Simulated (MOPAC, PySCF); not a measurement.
[W(F)4(NH2)2], neutral singlet in the gas phase. 

Cartesian coordinates (Å):
```xyz
11

W      0.1467    -0.1599    -0.1527
F      1.0799    -1.7855     0.0582
F     -1.2897    -0.7999     0.8877
F      1.2590     0.3450    -1.5893
F     -0.4703     1.6117     0.0342
N     -1.0483    -0.7204    -1.6403
H     -1.9764    -1.1463    -1.5169
H     -0.8226    -0.6271    -2.6395
N      1.3420     0.3944     1.3371
H      1.3408     1.3263     1.7725
H      2.0437    -0.2120     1.7819
```
Charge 0, multiplicity 1.

All levels are single points at this geometry (BP86-D3(BJ)/def2-SVP); Pople sets use spherical d functions. Orbital energies aren't observables, and empty levels follow the basis.

```json
[
 {"level": "B3LYP-D3(BJ)/def2-TZVP in PySCF", "HOMO (eV)": "-8.40", "LUMO (eV)": "-3.41", "gap (eV)": "4.99", "dipole (D)": "0.02", "vertical IE, Delta-SCF (eV)": "–"},
 {"level": "PBE-D3(BJ)/def2-TZVP in PySCF", "HOMO (eV)": "-7.17", "LUMO (eV)": "-3.83", "gap (eV)": "3.34", "dipole (D)": "0.02", "vertical IE, Delta-SCF (eV)": "–"},
 {"level": "TPSSh-D3(BJ)/def2-TZVP in PySCF", "HOMO (eV)": "-7.81", "LUMO (eV)": "-3.54", "gap (eV)": "4.28", "dipole (D)": "0.02", "vertical IE, Delta-SCF (eV)": "–"},
 {"level": "B3LYP/6-311+G** (LANL2DZ on W) in PySCF", "HOMO (eV)": "-8.70", "LUMO (eV)": "-4.07", "gap (eV)": "4.63", "dipole (D)": "0.03", "vertical IE, Delta-SCF (eV)": "–"},
 {"level": "HF/6-31G* (LANL2DZ on W) in PySCF", "HOMO (eV)": "-11.95", "LUMO (eV)": "-0.36", "gap (eV)": "11.59", "dipole (D)": "0.03", "vertical IE, Delta-SCF (eV)": "–"},
 {"level": "PM6 in MOPAC", "HOMO (eV)": "-9.49", "LUMO (eV)": "0.82", "gap (eV)": "10.32", "dipole (D)": "0.03", "vertical IE, Delta-SCF (eV)": "–"}
]
```
